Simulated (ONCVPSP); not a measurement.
**Plane-wave convergence, ONCV potential for vanadium (V)**

```json
{
  "Element": "V",
  "Generator": "ONCVPSP 4.0.1",
  "Type": "optimised norm-conserving Vanderbilt (ONCV)",
  "Functional": "PBE",
  "Relativity": "scalar-relativistic",
  "Frozen core": "[Ne] 3s2",
  "Valence charge": "11",
  "Reference configuration": "3p6 3d4 4s1",
  "Partial waves": "4s: rc 2.80 bohr, ncon 4, nbas 8, qcut 2.6 1/bohr, 2 projectors, debl 3.5 Ha; 3p: rc 1.35 bohr, ncon 4, nbas 7, qcut 9.3 1/bohr, 2 projectors, debl 1.4 Ha; 3d: rc 2.40 bohr, ncon 4, nbas 9, qcut 5.1 1/bohr, 2 projectors, debl 0.5 Ha",
  "Local potential": "polynomial inside 1.10 bohr (lpopt 5, dvloc0 6 Ha)",
  "Core correction": "Teter function, fcfact 5.5, rcfact 1.15"
}
```

In the p channel the program set the typed energies aside and used -1.490, 0.250 Ha.

Q: For each optimised wave give the share of its norm inside rc, the residual kinetic energy above qcut (Ha) and the cutoffs (Ha) for errors of 10, 1, 0.1 and 0.01 mHa per electron.

A:

| wave | norm inside rc | residual KE | 10 mHa | 1 mHa | 0.1 mHa | 0.01 mHa |
| --- | --- | --- | --- | --- | --- | --- |
| 4s | 0.321 | 2.2e-04 | 1.4 | 2.6 | 5.1 | 19.3 |
| s projector 2 | 0.195 | 3.1e-01 | 23.0 | 29.5 | 35.5 | 50.0 |
| 3p | 0.803 | 2.0e-07 | 17.8 | 23.1 | 27.7 | 31.4 |
| p projector 2 | 0.061 | 4.1e-07 | 13.8 | 19.7 | 24.5 | 28.4 |
| 3d | 0.804 | 7.6e-04 | 10.6 | 13.1 | 46.8 | 61.3 |
| d projector 2 | 0.167 | 1.5e-03 | 10.9 | 14.1 | 36.7 | 63.4 |

The occupied waves need 23 Ha and 47 Ha for 1 and 0.1 mHa. Note: no bound ghost flagged; GHOST(+) flagged for s at 64.6 eV.
